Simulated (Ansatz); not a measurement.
Cost and result for the atomization energy of C2H5NSi (`[SiH3]C1C=N1`) (9 atoms, 9 bonds).

```xyz
9

Si    1.1344   -0.5972    0.0439
C    -0.4934    0.1357   -0.5087
C    -1.3439    0.9403    0.3522
N    -1.7809   -0.2201    0.2985
H     2.2623    0.1793   -0.5403
H     1.2108   -0.5392    1.5271
H     1.2583   -2.0088   -0.4062
H    -0.6641    0.2210   -1.5827
H    -1.5836    1.8888    0.8162
```

Charge 0, multiplicity 1. The structure was optimised at the PBE0-D4/def2-TZVP level. Program: Ansatz. All runs use 2 threads of an Arm Neoverse V2 on a shared host. Times are those of one run each, without the atoms' runs, and a repeat can differ threefold. Electronic energies, without spin–orbit coupling; frozen cores. CCSD(T)/CBS adds CCSD(T) − MP2 in def2-TZVPP to the MP2 limit, and its time is that of the two runs behind it. T1 = 0.012; the RHF reference is unstable towards UHF. B3LYP takes the VWN-RPA correlation (the form of Gaussian; ORCA's B3LYP/G). HSE06 is the plane-wave form, built on full-range PBE exchange.

CCSD(T)/CBS is a level of theory with its own doubt, some kJ/mol a heavy atom from the limit and from the frozen cores, so smaller differences don't rank the functionals.

```csv
level,functions,wall time,atomization (kcal/mol),difference from CCSD(T)/CBS,per bond
CCSD(T)/def2-SVP,85,2 s,731.5,-43.6,-4.8
PBE0-D4/def2-TZVPP,205,2.3 s,779.3,4.2,0.5
PBE-D4/def2-TZVPP (with forces),205,2.3 s,797.5,22.4,2.5
HSE06-D4/def2-TZVPP,205,2.6 s,779.9,4.8,0.5
BHLYP-D4/def2-TZVPP,205,2.6 s,750.3,-24.8,-2.8
B3LYP-D4/def2-TZVPP (with forces),205,3.6 s,778.0,2.9,0.3
r2SCANh-D4/def2-TZVPP,205,3.8 s,770.1,-5.0,-0.5
r2SCAN-D4/def2-TZVPP (with forces),205,4.3 s,776.1,1.0,0.1
PBE-QIDH/def2-TZVPP,205,4.6 s,769.8,-5.3,-0.6
B97M-V/def2-TZVPP,205,8.5 s,779.0,3.9,0.4
MP2/def2-QZVPP,391,19 s,778.5,3.4,0.4
CCSD(T)/def2-TZVPP,205,51 s,752.7,-22.4,-2.5
CCSD(T)/CBS(def2),–,70 s,775.1,0.0,0.0
```

In def2-TZVPP, CCSD(T) changes the Hartree–Fock value by +214.4 kcal/mol (the triples alone add +14.6 kcal/mol) and MP2 by +226.9 kcal/mol; breaking electron pairs costs correlation energy, which Hartree–Fock lacks. The D4 term adds +6.3 kcal/mol with B3LYP and +3.2 kcal/mol with PBE0; it sums over pairs of atoms, weighted by their polarisabilities, and B3LYP, whose exchange is more repulsive, gets the larger term. From r2SCAN to r2SCAN0 (25 % exact exchange), in def2-TZVPP and without D4, the atomization energy moves by −14.7 kcal/mol: exact exchange takes away binding that semilocal exchange gives to molecules.
